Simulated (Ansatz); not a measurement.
Born–Oppenheimer molecular dynamics of CH$_{3}$BClF (7 atoms, charge 0, multiplicity 1). It goes on from the last frame of an earlier run, with new velocities.

Theory: RKS B3LYP/cc-pVDZ in Ansatz 0.2.0.

* ensemble: NVT, Langevin thermostat
* time step: 0.5 fs
* steps asked: 100
* set temperature: 1000 K
* friction: 0.01 /fs
* seed: 316757

First frame:

```xyz
7
Properties=species:S:1:pos:R:3
B -0.029 -0.044 0.059
C -0.005 -0.118 1.610
H -0.742 -0.831 1.982
H 1.045 -0.369 2.033
H -0.309 0.868 1.954
F 1.086 -0.210 -0.683
Cl -1.536 0.267 -0.907
```

Problem. How far do the bonds stretch over the last three quarters of this one trajectory? (Pairs bonded in most of those frames.)

Solution. 
```csv
bond,mean (Å),spread (Å),shortest,longest
B1–C2,1.577,0.032,1.54,1.63
B1–F6,1.330,0.030,1.27,1.37
B1–Cl7,1.764,0.055,1.68,1.84
C2–H3,1.112,0.030,1.06,1.16
C2–H4,1.119,0.042,1.04,1.19
C2–H5,1.111,0.029,1.05,1.17
```

Mean temperature of the second half: 718 K. The mean temperature of the second half is 28 % below the set value. A run of 0.05 ps of so small a system gives no equilibrium averages.

Run time: 5.5 min on 1 thread of Intel(R) Xeon(R) Platinum 8259CL CPU @ 2.50GHz (Skylake/Cascade Lake), on a shared host, peak memory 0.15 GiB.
